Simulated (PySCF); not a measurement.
Bi(Br)(Et)2, SMILES C[CH2][Bi]([Br])[CH2]C (C4H10BiBr) (GFN2-xTB optimised geometry):

```
16

Bi    -0.818    -1.318     0.000
Br     1.796    -1.318     0.000
C     -0.870     0.961     0.000
C     -0.780     1.527     1.407
H     -1.796     1.267    -0.480
H     -0.038     1.318    -0.599
H      0.154     1.231     1.881
H     -1.606     1.176     2.025
H     -0.814     2.616     1.387
C     -0.902    -1.521    -2.273
C     -0.144    -0.445    -3.025
H     -1.955    -1.511    -2.547
H     -0.501    -2.503    -2.514
H      0.903    -0.431    -2.729
H     -0.572     0.536    -2.834
H     -0.184    -0.628    -4.099
```

Computed with PBE0/def2-TZVP, def2 effective core potentials past Kr in PySCF.

### Question
What are the frontier orbital energies and the dipole moment?

### Answer
HOMO-2 -8.06 eV, HOMO-1 -7.31 eV, HOMO -6.85 eV, LUMO -1.49 eV, LUMO+1 -0.29 eV; dipole moment 3.48 D.
